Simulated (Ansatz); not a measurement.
`B[SiH2]N[SiH3]` + `[SiH3][SiH2][SeH]` → `B[Se][SiH2][SiH3]` + `[SiH3]N[SiH3]` at 298.15 K and 1 bar (cleavage of the B–Si bond).

Calculated with Ansatz (gas phase, PBE0-D4/def2-TZVP geometries, no zero-point term in ΔE). CCSD(T)/CBS adds triple-zeta CCSD(T) − MP2 to the extrapolated MP2 energy (def2 sets, frozen cores). This one scheme is used for every species. For Se outer-core shells are correlated without core-valence functions, which leaves a few kJ/mol of doubt a bond. Scalar relativity is left out up to krypton. Each species was taken in one conformer, which may not be the lowest.

| species | CCSD(T)/CBS energy (Eh) | H − E (kJ/mol) | S (J/(mol·K)) |
| --- | --- | --- | --- |
| `B[SiH2]N[SiH3]` | -662.46710 | 228.4 | 367.8 |
| `[SiH3][SiH2][SeH]` | -2982.48284 | 151.5 | 349.1 |
| `B[Se][SiH2][SiH3]` | -3007.88916 | 192.0 | 379.2 |
| `[SiH3]N[SiH3]` | -637.10515 | 192.6 | 335.6 |

H − E and S are ideal-gas, rigid-rotor, harmonic terms from PBE0-D4/def2-TZVP, for one conformer and one mirror image of each species. 1 Eh = 2625.50 kJ/mol, R = 8.31446 J/(mol·K).

**Question.** By hand: ΔE, ΔH, ΔS and ΔG.

**Answer.** ΔE = (-3007.88916) + (-637.10515) − (-662.46710) − (-2982.48284) = -0.04437 Eh = -116.5 kJ/mol. Δ(H − E) = 192.0 + 192.6 − 228.4 − 151.5 = 4.7, so ΔH = -111.8 kJ/mol. ΔS = 379.2 + 335.6 − 367.8 − 349.1 = -2.1 J/(mol·K). ΔG = -111.8 − 298.15 × (-2.1)/1000 = -111.2 kJ/mol.

**Question.** By hand: the equilibrium constant, and the temperature at which ΔG would vanish if ΔH and ΔS stayed fixed.

**Answer.** log₁₀ K = −ΔG/(RT ln 10) = 19.5. ΔG = 0 at ΔH/ΔS = 53238 K, far beyond where these terms or the molecules hold.

The number of gas molecules stays the same, so ΔS is small and ΔH decides. A doubt of 5 kJ/mol in ΔE shifts log₁₀ K by 0.9 here. Other conformers and mirror images would add mixing entropy, several J/(mol·K) or more a flexible species. Modes under 60 cm⁻¹, often nearly free rotors, make the harmonic entropy too high. These are equilibria of isolated gas molecules and say nothing of rates. Largest T1 diagnostic: 0.014 (customary marks: 0.02 for closed shells, 0.045 for open ones).
